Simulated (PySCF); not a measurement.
Delta-SCF ions had no search for a lower state. 

Cartesian coordinates (Å):
```xyz
4

B      0.0000     0.0000     0.0000
H     -0.3431     1.1431    -0.0035
H     -0.8183    -0.8687    -0.0112
H      1.1614    -0.2744     0.0147
```
Charge 0, multiplicity 1.

Task: Give the HOMO, dipole moment, total energy, HOMO–LUMO gap, LUMO and vertical ionisation energy (Delta-SCF) at the level PBE0-D4/def2-TZVP in PySCF 2.14.0.

Result: 
The HOMO is -9.92 eV. The dipole moment is 0.00 D and the total energy comes out as -26.5663 Ha. The HOMO–LUMO gap is 7.97 eV and the LUMO comes out as -1.95 eV. The vertical ionisation energy (Delta-SCF) is 13.04 eV.
